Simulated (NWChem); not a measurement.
System: CH₅ClO₂Si; SMILES Cl[Si@@H](CO)O

Output (shortened):

```
             Northwest Computational Chemistry Package (NWChem) 7.3.0
             --------------------------------------------------------

                             Geometry "geometry" -> ""
                             -------------------------

 Output coordinates in angstroms (scale by  1.889725989 to convert to a.u.)

  No.       Tag          Charge          X              Y              Z
 ---- ---------------- ---------- -------------- -------------- --------------
    1 O                    8.0000     0.49769800    -2.24954300    -0.08195400
    2 C                    6.0000    -0.59882500    -1.47678600     0.34262500
    3 Si                  14.0000    -0.53443000     0.25838900    -0.39214000
    4 O                    8.0000    -1.65413500     1.30610600     0.22550600
    5 Cl                  17.0000     1.40737000     0.88748100     0.06399900
    6 H                    1.0000     1.30066500    -1.75836300     0.13416800
    7 H                    1.0000    -0.68662400    -1.42292400     1.44924700
    8 H                    1.0000    -1.51701600    -1.97944000    -0.00683300
    9 H                    1.0000    -0.69477600     0.29735100    -1.86282800
   10 H                    1.0000    -1.64432000     1.48277900     1.17100400

 Effective nuclear repulsion energy (a.u.)     301.2519102116

                              NWChem Property Module
                              ----------------------

  itol2e modified to match energy
  convergence criterion.

                                 NWChem DFT Module
                                 -----------------

 Summary of "ao basis" -> "ao basis" (spherical)
 ------------------------------------------------------------------------------
       Tag                 Description            Shells   Functions and Types
 ---------------- ------------------------------  ------  ---------------------
 O                           6-31g*                  6       14   3s2p1d
 C                           6-31g*                  6       14   3s2p1d
 Si                          6-31g*                  8       18   4s3p1d
 Cl                          6-31g*                  8       18   4s3p1d
 H                           6-31g*                  2        2   2s

  itol2e modified to match energy
  convergence criterion.

            General Information
            -------------------
          SCF calculation type: DFT
          Wavefunction type:  closed shell.
          No. of atoms     :    10
          No. of electrons :    58
           Alpha electrons :    29
            Beta electrons :    29
          Charge           :     0
          Spin multiplicity:     1
          Use of symmetry is: off; symmetry adaption is: off
          Maximum number of iterations: 150
          AO basis - number of functions:    88
                     number of shells:    44
          Convergence on energy requested:  1.00D-07
          Convergence on density requested:  1.00D-05
          Convergence on gradient requested:  5.00D-04

              XC Information
              --------------
                         B3LYP Method XC Potential
                     Hartree-Fock (Exact) Exchange  0.200
                        Slater Exchange Functional  0.800 local
                    Becke 1988 Exchange Functional  0.720 non-local
              Lee-Yang-Parr Correlation Functional  0.810
                  VWN I RPA Correlation Functional  0.190 local

             Grid Information
             ----------------
          Grid used for XC integration:  fine
          Radial quadrature: Mura-Knowles
          Angular quadrature: Lebedev.
          Tag              B.-S. Rad. Rad. Pts. Rad. Cut. Ang. Pts.
          ---              ---------- --------- --------- ---------
          O                   0.60       70          11.0       590
          C                   0.70       70          10.0       590
          Si                  1.10      123           8.0       770
          Cl                  1.00      123          11.0       770
          H                   0.35       60          11.0       590
          Grid pruning is: on
          Number of quadrature shells:   756
          Spatial weights used:  Erf1

      Superposition of Atomic Density Guess
      -------------------------------------

 Sum of atomic energies:        -937.92801155

      Non-variational initial energy
      ------------------------------

 Total energy =    -939.743870
 1-e energy   =   -1894.600183
 2-e energy   =     653.604403
 HOMO         =      -0.305445
 LUMO         =       0.051595

   convergence    iter        energy       DeltaE   RMS-Dens  Diis-err
 ---------------- ----- ----------------- --------- --------- ---------
 d= 0,ls=0.0,diis     1   -941.2188586760 -1.24D+03  1.58D-02  8.93D-01
 d= 0,ls=0.0,diis     2   -941.1744494575  4.44D-02  8.98D-03  1.41D+00
 d= 0,ls=0.0,diis     3   -941.3118357954 -1.37D-01  1.73D-03  5.27D-02
 d= 0,ls=0.0,diis     4   -941.3161660691 -4.33D-03  7.53D-04  5.37D-03
 d= 0,ls=0.0,diis     5   -941.3168018804 -6.36D-04  1.55D-04  4.32D-04
  Resetting Diis
 d= 0,ls=0.0,diis     6   -941.3168419879 -4.01D-05  4.98D-05  3.84D-05
 d= 0,ls=0.0,diis     7   -941.3168459248 -3.94D-06  2.14D-05  1.08D-06
 d= 0,ls=0.0,diis     8   -941.3168458681  5.66D-08  1.16D-05  1.61D-06
 d= 0,ls=0.0,diis     9   -941.3168460660 -1.98D-07  1.36D-06  2.51D-08
 d= 0,ls=0.0,diis    10   -941.3168460683 -2.34D-09  3.96D-07  1.62D-09

         Total DFT energy =     -941.316846068323
      One electron energy =    -1898.313180593558
           Coulomb energy =      729.566214467088
    Exchange-Corr. energy =      -73.821790153442
 Nuclear repulsion energy =      301.251910211589

 Numeric. integr. density =       57.999996592078

                       DFT Final Molecular Orbital Analysis
                       ------------------------------------

 Vector   27  Occ=2.000000D+00  E=-3.291251D-01
              MO Center=  7.9D-01,  8.1D-01,  6.8D-02, r^2= 2.9D+00
   Bfn.  Coefficient  Atom+Function         Bfn.  Coefficient  Atom+Function
  ----- ------------  ---------------      ----- ------------  ---------------
    68      0.585408   5 Cl py               72      0.318941   5 Cl py
    67     -0.270499   5 Cl px               49     -0.246020   4 O  px
    64     -0.229123   5 Cl py               53     -0.183957   4 O  px
    71     -0.146230   5 Cl px               50     -0.118051   4 O  py
    63      0.105341   5 Cl px                4      0.103197   1 O  py

 Vector   28  Occ=2.000000D+00  E=-3.216220D-01
              MO Center=  2.7D-01, -7.6D-01, -1.6D-02, r^2= 4.2D+00
   Bfn.  Coefficient  Atom+Function         Bfn.  Coefficient  Atom+Function
  ----- ------------  ---------------      ----- ------------  ---------------
    69      0.364765   5 Cl pz                5      0.354791   1 O  pz
     9      0.257718   1 O  pz               18     -0.223435   2 C  py
    73      0.195381   5 Cl pz                6     -0.157635   1 O  s
    67     -0.153033   5 Cl px               84      0.146467   8 H  s
    65     -0.142601   5 Cl pz               50     -0.141086   4 O  py

[...]

          -----------------------------------------
          Chemical Shielding Tensors (GIAO, in ppm)
          -----------------------------------------

                                NWChem CPHF Module
                                ------------------

  scftype          =     RHF
  nclosed          =       29
  nopen            =        0
  variables        =     1711
  # of vectors     =        3
  tolerance        = 0.10D-03
  level shift      = 0.00D+00
  max iterations   =       50
  max subspace     =       30

 SCF residual:    1.2486932892827089E-005

Iterative solution of linear equations
  No. of variables     1711
  No. of equations        3
  Maximum subspace       30
        Iterations       50
       Convergence  1.0D-04

   iter   nsub   residual    time
   ----  ------  --------  ---------
     1      3    2.13D-01      49.5
     2      6    8.42D-03      55.2
     3      9    5.31D-04      60.9
     4     12    3.72D-05      66.7

      Atom:    1  O
        Diamagnetic
    402.9928     -6.4025     -4.1341
     -6.4025    388.0367      4.4936
     -4.1341      4.4936    375.1921

        Paramagnetic
    -45.6839     57.5554     30.5713
     57.5554    -54.4211     16.1601
     30.5713     16.1601    -69.4931

        Total Shielding Tensor
    357.3089     51.1529     26.4371
     51.1529    333.6156     20.6537
     26.4371     20.6537    305.6989

           isotropic =     332.2078
          anisotropy =     115.0033

          Principal Components and Axis System
                 1           2           3
              408.8767    294.8298    292.9169

      1         0.7449     -0.1515     -0.6497
      2         0.5912     -0.3015      0.7481
      3         0.3092      0.9414      0.1350

      Atom:    2  C
        Diamagnetic
    247.3915     -4.5632     -3.5905
     -4.5632    255.2312     -1.3854
     -3.5905     -1.3854    241.6614

        Paramagnetic
    -98.3398    -23.1319     -9.4946
    -23.1319   -115.2220      4.8231
     -9.4946      4.8231   -116.5149

        Total Shielding Tensor
    149.0517    -27.6951    -13.0851
    -27.6951    140.0092      3.4376
    -13.0851      3.4376    125.1465

           isotropic =     138.0691
          anisotropy =      56.2607

          Principal Components and Axis System
                 1           2           3
              175.5762    125.6918    112.9393

      1         0.7552     -0.1756      0.6316
      2        -0.6110     -0.5378      0.5810
      3        -0.2376      0.8246      0.5134

      Atom:    3  Si
        Diamagnetic
    886.1523     -0.5439      0.4819
     -0.5439    882.4712      0.9895
      0.4819      0.9895    875.9226

        Paramagnetic
   -500.1690     -6.6447      8.9239
     -6.6447   -461.3651      1.7819
      8.9239      1.7819   -489.7986

        Total Shielding Tensor
    385.9832     -7.1886      9.4057
     -7.1886    421.1060      2.7714
      9.4057      2.7714    386.1240

           isotropic =     397.7377
          anisotropy =      37.2100

          Principal Components and Axis System
                 1           2           3
              422.5444    395.1251    375.5437

      1        -0.1863      0.6707      0.7179
      2         0.9821      0.1073      0.1546
      3         0.0266      0.7339     -0.6787

      Atom:    4  O
        Diamagnetic
    391.5116    -13.3881     -7.5460
    -13.3881    388.9825      9.8064
     -7.5460      9.8064    394.4951

        Paramagnetic
    -97.8821     18.5504      8.2156
     18.5504   -119.7359      7.4438
      8.2156      7.4438   -131.8347

        Total Shielding Tensor
    293.6295      5.1623      0.6696
      5.1623    269.2466     17.2502
      0.6696     17.2502    262.6604

           isotropic =     275.1789
          anisotropy =      30.3655

          Principal Components and Axis System
                 1           2           3
              295.4225    281.8938    248.2203

      1         0.9365     -0.3453      0.0617
      2         0.3021      0.7046     -0.6421
      3         0.1782      0.6199      0.7642

      Atom:    5  Cl
        Diamagnetic
   1153.1353      2.9728      1.7015
      2.9728   1146.9798      0.5337
      1.7015      0.5337   1144.1715

        Paramagnetic
   -149.2592     18.0874     37.7092
     18.0874   -262.2633     72.4951
     37.7092     72.4951   -236.3792

        Total Shielding Tensor
   1003.8761     21.0601     39.4107
     21.0601    884.7165     73.0288
     39.4107     73.0288    907.7923

           isotropic =     932.1283
          anisotropy =     152.9718

          Principal Components and Axis System
                 1           2           3
             1034.1095    940.4989    821.7765

      1         0.8253     -0.5619      0.0566
      2         0.3376      0.5712      0.7482
      3         0.4527      0.5983     -0.6611

      Atom:    6  H
        Diamagnetic
     38.3466      6.0567      3.7389
      6.0567     29.7326      1.5539
      3.7389      1.5539     16.4874

        Paramagnetic
      1.4472     -1.4329     -1.0383
     -1.4329      5.0342      1.2015
     -1.0383      1.2015      6.3800

        Total Shielding Tensor
     39.7937      4.6238      2.7006
      4.6238     34.7667      2.7554
      2.7006      2.7554     22.8674

           isotropic =      32.4759
          anisotropy =      16.1297

          Principal Components and Axis System
                 1           2           3
               43.2291     32.1097     22.0890

      1         0.8371     -0.5371     -0.1036
      2         0.5163      0.8383     -0.1750
      3         0.1809      0.0930      0.9791

      Atom:    7  H
        Diamagnetic
     22.9150     -0.4596     -3.6806
     -0.4596     25.4134     -1.5560
     -3.6806     -1.5560     38.0825

        Paramagnetic
      5.5089     -1.2104     -0.0252
     -1.2104      2.2739      1.0883
     -0.0252      1.0883     -6.7094

        Total Shielding Tensor
     28.4238     -1.6700     -3.7059
     -1.6700     27.6873     -0.4677
     -3.7059     -0.4677     31.3731

           isotropic =      29.1614
          anisotropy =       7.1652

          Principal Components and Axis System
                 1           2           3
               33.9382     28.6257     24.9203

      1        -0.5746     -0.3769      0.7265
      2         0.0927      0.8520      0.5153
      3         0.8132     -0.3634      0.4546

      Atom:    8  H
        Diamagnetic
     35.6630      6.4355      2.7665
      6.4355     29.7529      1.1511
      2.7665      1.1511     22.2231

        Paramagnetic
     -3.1238     -5.5547     -2.7771
     -5.5547     -1.4004     -0.6510
     -2.7771     -0.6510      3.1135

        Total Shielding Tensor
     32.5393      0.8808     -0.0106
      0.8808     28.3525      0.5001
     -0.0106      0.5001     25.3366

           isotropic =      28.7428
          anisotropy =       5.9629

          Principal Components and Axis System
                 1           2           3
               32.7181     28.2577     25.2526

      1         0.9799     -0.1983      0.0214
      2         0.1991      0.9660     -0.1652
      3         0.0121      0.1661      0.9860

      Atom:    9  H
        Diamagnetic
     24.7520     -0.1737      3.1061
     -0.1737     24.0739     -0.5584
      3.1061     -0.5584     38.8056

        Paramagnetic
      0.0860      0.3293     -0.7148
      0.3293     -0.5357      0.8022
     -0.7148      0.8022     -6.7389

        Total Shielding Tensor
     24.8380      0.1557      2.3913
      0.1557     23.5382      0.2438
      2.3913      0.2438     32.0667

           isotropic =      26.8143
          anisotropy =       8.9703

          Principal Components and Axis System
                 1           2           3
               32.7945     24.1290     23.5195

      1         0.2882      0.9482     -0.1334
      2         0.0301      0.1303      0.9910
      3         0.9571     -0.2897      0.0091

      Atom:   10  H
        Diamagnetic
     20.7612     -3.4296     -3.6844
     -3.4296     20.8870      7.9615
     -3.6844      7.9615     42.0267

        Paramagnetic
      5.8134      0.9568      1.0754
      0.9568      5.6629     -2.7174
      1.0754     -2.7174     -3.2876

        Total Shielding Tensor
     26.5745     -2.4727     -2.6090
     -2.4727     26.5499      5.2441
     -2.6090      5.2441     38.7391

           isotropic =      30.6212
          anisotropy =      16.2081

          Principal Components and Axis System
                 1           2           3
               41.4266     26.7284     23.7086

      1        -0.2189      0.8172      0.5331
      2         0.3566     -0.4416      0.8233
      3         0.9083      0.3703     -0.1947
```

Level: B3LYP/6-31G* (spherical d), GIAO. The geometry was optimised at PBE0/def2-SVP. B3LYP is NWChem's, with the RPA form of VWN correlation. NWChem prints the field gradient with the sign opposite to the second derivative of the potential. The printed shielding anisotropy is the first printed principal value minus the mean of the other two.

Which NWChem input produces such a log?

One answer among several that fit: the input that was run:
```
start job
memory heap 200 mb stack 900 mb global 1100 mb
geometry units angstroms noautosym nocenter noautoz
  O      0.497698    -2.249543    -0.081954
  C     -0.598825    -1.476786     0.342625
  Si    -0.534430     0.258389    -0.392140
  O     -1.654135     1.306106     0.225506
  Cl     1.407370     0.887481     0.063999
  H      1.300665    -1.758363     0.134168
  H     -0.686624    -1.422924     1.449247
  H     -1.517016    -1.979440    -0.006833
  H     -0.694776     0.297351    -1.862828
  H     -1.644320     1.482779     1.171004
end
basis spherical
  O library 6-31g*
  C library 6-31g*
  Si library 6-31g*
  Cl library 6-31g*
  H library 6-31g*
end
dft
  xc b3lyp
  iterations 150
end
property
  shielding
  efieldgrad
end
task dft property
```
